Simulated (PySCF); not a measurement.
A structure optimised at PBE0-D3(BJ)/def2-SVP, used in a PySCF frequency run:

```xyz
8

Si    -0.3800     0.3213     0.1843
S     -0.8358    -0.5968    -1.6918
S     -0.0455    -1.2988     1.5482
S      1.2819     1.6261    -0.1218
H     -1.4448     1.2190     0.7098
H     -1.6623    -1.5264    -1.1596
H     -0.0899    -0.5157     2.6502
H      2.1074     0.6383    -0.5350
```

Write its SMILES and formula.

S[SiH](S)S, H4S3Si

What are its rotational constants (standard atomic weights)?

2.4294, 2.1502, 1.2388 GHz
